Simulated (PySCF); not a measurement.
C5H5Cl, SMILES C#C/C(C)=C/Cl. Heavy atoms are numbered as in [CH:1]#[C:2]/[C:3]([CH3:4])=[CH:5]/[Cl:6]. Hydrogens are named by the atom that carries them.

Coordinates come from a PBE-D3(BJ)/def2-SVP optimisation. The structure was generated by enumeration; whether it is a known compound was not checked.

Calculation: PySCF with PBE0/pcSseg-1.

GIAO shieldings, no solvent; atoms alike by connectivity are averaged. δ = σ(ref) − σ: ¹³C against TMS (σ = 186.3 ppm); ³⁵Cl against HCl (σ = 945.9 ppm); ¹H against TMS (σ = 31.56 ppm), references at their B3LYP-D3(BJ)/def2-TZVP geometries, non-relativistic (without spin–orbit terms, shifts of atoms bonded to Cl or Br come out too high).

Q: Estimate the chemical shifts. (Estimate from the structure and the level; the computed values follow.)

A: 
| nucleus | atoms | count | δ (ppm) |
|---|---|---|---|
| ¹³C | C5 (CH) | 1 | 147.9 |
| ¹³C | C3 | 1 | 133.3 |
| ¹³C | C1 (CH) | 1 | 93.6 |
| ¹³C | C2 | 1 | 87.0 |
| ¹³C | C4 (CH3) | 1 | 23.1 |
| ³⁵Cl | Cl6 | 1 | 223.5 |
| ¹H | H on C5 | 1 | 7.02 |
| ¹H | H on C1 | 1 | 3.80 |
| ¹H | H on C4 | 3 | 2.53 |
